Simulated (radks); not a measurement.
Q: Pt IV, configuration [Xe] 4f14 5d6 6s1 (not the ground configuration). Method: scalar-relativistic Kohn-Sham, PBEsol, spin-unpolarised, spherical densities, finite nucleus; Fermi nuclear charge, rms radius 5.427 fm; computed with a radial shooting solver on a logarithmic mesh with Libxc functionals. Some entries of the table are withheld. Estimate them.

orbital  occ.  eigenvalue (eV)  r(max) (bohr)  <1/r> (bohr^-1)
1s          2        -78408.60        0.01062            93.88
2s          2        -13808.75        0.06125            22.01
2p          6        -11978.21        0.05059            19.66
3s          2        -3273.884         0.1727            8.157
3p          6        -2740.526         0.1718            7.463
3d         10        -2160.761         0.1398            7.031
4s          2              (1)            (2)            3.491
4p          6        -559.2938         0.4101              (3)
4d         10        -346.4429         0.4182            2.826
5s          2              (4)         0.8673            1.427
4f         14              (5)         0.3847            2.392
5p          6         -94.4990         0.9728            1.219
5d          6         -41.6592          1.214           0.8902
6s          1         -33.9121          2.073              (6)

A: 
(1) 4s eigenvalue (eV): -734.3055
(2) 4s r(max) (bohr): 0.3899
(3) 4p <1/r> (bohr^-1): 3.157
(4) 5s eigenvalue (eV): -140.9208
(5) 4f eigenvalue (eV): -109.8414
(6) 6s <1/r> (bohr^-1): 0.5603
